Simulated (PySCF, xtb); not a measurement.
digermane cation (Ge2H6), SMILES [GeH3][GeH3] (connectivity only; charge and spin as stated), charge +1, multiplicity 2.

Harmonic wavenumbers (cm⁻¹) from GFN2-xTB (xtb) at its own minimum, in rising order: 76, 162, 204, 204, 310, 310, 568, 703, 744, 744, 753, 753, 1853, 1862, 1967, 1967, 1981, 1981.

### Question
What does PBE-D3(BJ)/def2-TZVP (PySCF) give at its own minimum? (The exact figures need the calculation; the answer reports its results.)

### Answer
89, 127, 227, 227, 269, 269, 619, 668, 806, 806, 812, 812, 2104, 2105, 2159, 2159, 2166, 2166. Paired by order, the mean absolute difference is 97 cm⁻¹ and the zero-point energies are 24.5 and 26.6 kcal/mol.
